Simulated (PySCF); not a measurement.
C₆H₈F₂O.
Numbering: `[O:1]=[C:2]=[C:3]([CH2:4][F:5])[CH2:6][CH2:7][CH2:8][F:9]` (hydrogens: H10, H11 on C4; H12, H13 on C6; H14, H15 on C7; H16, H17 on C8)

Geometry (GFN2-xTB, Å), atoms numbered from 1 in this order:
```
atom  x, y, z in Å
O1     2.768   -1.777   -1.294
C2     2.116   -0.964   -0.781
C3     1.400   -0.016   -0.254
C4     1.915    0.763    0.921
F5     1.514    0.199    2.119
C6    -0.024    0.220   -0.710
C7    -1.038   -0.376    0.274
C8    -2.467   -0.083   -0.157
F9    -2.739   -0.683   -1.364
H10    1.508    1.779    0.915
H11    3.008    0.788    0.948
H12   -0.175   -0.227   -1.694
H13   -0.186    1.298   -0.795
H14   -0.888    0.039    1.271
H15   -0.895   -1.456    0.330
H16   -3.189   -0.484    0.561
H17   -2.635    0.990   -0.299
```

The closed-shell SCF was solved with PySCF and density fitting under several settings on one GFN2-xTB geometry (grid level 2 and gas phase unless stated).

```json
{"settings": "PBE0/pcSseg-1", "basis functions": "193", "SCF cycles": "14", "E (Eh)": "-507.7236", "HOMO (eV)": "-7.02", "LUMO (eV)": "-1.18", "dipole (D)": "2.38"}
{"settings": "PBE0/def2-SVPD", "basis functions": "253", "SCF cycles": "14", "E (Eh)": "-507.4287", "HOMO (eV)": "-7.09", "LUMO (eV)": "-1.25", "dipole (D)": "2.39"}
{"settings": "BHandHLYP/def2-SVPD, start guess sap, fitting basis def2-qzvpp-jkfit", "basis functions": "253", "SCF cycles": "18", "E (Eh)": "-507.7098", "HOMO (eV)": "-8.23", "LUMO (eV)": "-0.01", "dipole (D)": "2.61"}
{"settings": "HSE06/6-31G, IEF-PCM chloroform, energy threshold 1e-08 Eh", "basis functions": "97", "SCF cycles": "10", "E (Eh)": "-507.6779", "HOMO (eV)": "-6.27", "LUMO (eV)": "-1.34", "dipole (D)": "3.18"}
{"settings": "revPBE/IGLO-II", "basis functions": "246", "SCF cycles": "16", "E (Eh)": "-508.3097", "HOMO (eV)": "-5.67", "LUMO (eV)": "-2.15", "dipole (D)": "2.09"}
{"settings": "PBE0/3-21G, IEF-PCM cyclohexane, fitting basis def2-universal-jkfit, energy threshold 1e-07 Eh", "basis functions": "97", "SCF cycles": "9", "E (Eh)": "-504.9930", "HOMO (eV)": "-6.58", "LUMO (eV)": "-0.79", "dipole (D)": "2.44"}
```

Q: Estimate the rows for these settings: (1) KT3/def2-SVPD, grid level 1; (2) B97-D/6-31G*.

A: 
```csv
settings,basis functions,SCF cycles,E (Eh),HOMO (eV),LUMO (eV),dipole (D)
"KT3/def2-SVPD, grid level 1",253,12,-515.0896,-5.96,-2.34,2.23
B97-D/6-31G*,142,15,-507.9708,-5.40,-1.84,2.06
```

Q: Over all rows, what range does the HOMO–LUMO gap span?

A: From 3.52 eV (revPBE/IGLO-II) to 8.22 eV (BHandHLYP/def2-SVPD, start guess sap, fitting basis def2-qzvpp-jkfit). The functional of the narrowest has no exact exchange, that of the widest 50 % exact exchange.

Q: Compare two rows with the functional PBE0: PBE0/pcSseg-1 and PBE0/def2-SVPD. Which energy is lower, and by how much?

A: PBE0/pcSseg-1 (193 functions) lies 0.2949 Eh or 185 kcal/mol below PBE0/def2-SVPD (253 functions). The smaller set gives the lower energy; the two sets aren't nested, so the variational bound doesn't order them by size.

B97-D ran without the empirical dispersion term, which would shift the total energy alone. Cycle counts include a coarse-grid stage where the run had one. All basis functions are spherical, in the Pople sets too. KT3 was designed for NMR shieldings or shifts; total energies of different functionals aren't comparable. The structure is a single GFN2-xTB conformer; no vibrational corrections.
